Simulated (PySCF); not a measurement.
A survey of ²⁹Si NMR shifts

PySCF 2.14.0 with density-fitted response routines calculation with geometry: GFN2-xTB and σ from GIAO-PBE0/pcSseg-1; gas phase, relativity neglected, rapidly exchanging positions averaged, a single conformation.

Shieldings were converted by a linear fit to measured shifts: ²⁹Si: δ = 279.94 − 0.822σ (rms 8.9 ppm, 72 shifts, 25.8 ppm with the 6 outliers that the fit left out vs TMS, solution or neat liquid). A few per cent of atoms miss by over 2 rms, more outside the fitted compound classes.

(1) Give the ²⁹Si shifts of `[SiH3]C[SiH2]C[SiH3]`, `C=C1C[SiH2][C@@H]1CCC`.

(2) Match the shifts -13.7, -40.7, -69.9, -94.8 ppm to `O=CO[Si@H](F)C1CC1`, `C[C@@H](F)[Si@H]1C[C@@H]1N(C)C`, `C=CC[C@@H]1C[SiH2][C@H]1C`, `FC(=C=PC[SiH3])C(F)(F)F`.

Results:

(1) 
| compound | environment | δ (ppm) |
| --- | --- | --- |
| [SiH3:1][CH2:2][SiH2:3][CH2:4][SiH3:5] | Si3: silicon bonded to 2 C, 2 H | -38.9 |
| [SiH3:1][CH2:2][SiH2:3][CH2:4][SiH3:5] | Si1/5: silicon bonded to C, 3 H (×2) | -69.0 |
| C=C1C[SiH2][C@@H]1CCC | silicon bonded to 2 C, 2 H, in a 4-membered ring | -41.5 |

(2) -13.7: O=CO[Si@H](F)C1CC1 (silicon bonded to C, F, O, H); -40.7: C=CC[C@@H]1C[SiH2][C@H]1C (silicon bonded to 2 C, 2 H, in a 4-membered ring); -69.9: FC(=C=PC[SiH3])C(F)(F)F (silicon bonded to C, 3 H); -94.8: C[C@@H](F)[Si@H]1C[C@@H]1N(C)C (silicon bonded to 3 C, H, in a 3-membered ring).
